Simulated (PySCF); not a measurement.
Computed IR spectrum (relative IR intensity) of a molecule C₈H₆N₂. Coordinates come from a B3LYP-D3(BJ)/def2-SVP optimisation. Other conformers were not sampled. These are B3LYP-D3(BJ)/def2-SVP run with PySCF 2.14.0 values and carry that method's errors. No scaling factor is applied to the harmonic values.

ν (cm⁻¹): 186 (w), 402 (w), 422 (m), 618 (w), 780 (w), 784 (vs), 888 (s), 966 (s), 1005 (w), 1033 (w), 1055 (m), 1138 (m), 1238 (w), 1346 (w), 1402 (m), 1409 (w), 1510 (w), 1545 (s), 1620 (w), 1674 (vw), 3139 (w), 3155 (vs), 3181 (w), 3193 (w), 3207 (w), 3210 (m) (against the strongest line: vs over 80 %, s over 45 %, m over 15 %, w over 4 %, vw less)

**Question.** Identify the compound among the candidates.
(A) C=Cc1ccc(C#N)nc1
(B) C#Cc1c(C#N)ccn1C
(C) c1ccc2nccnc2c1
(D) C=Cc1ccc(C#N)cn1

**Answer.** C, c1ccc2nccnc2c1
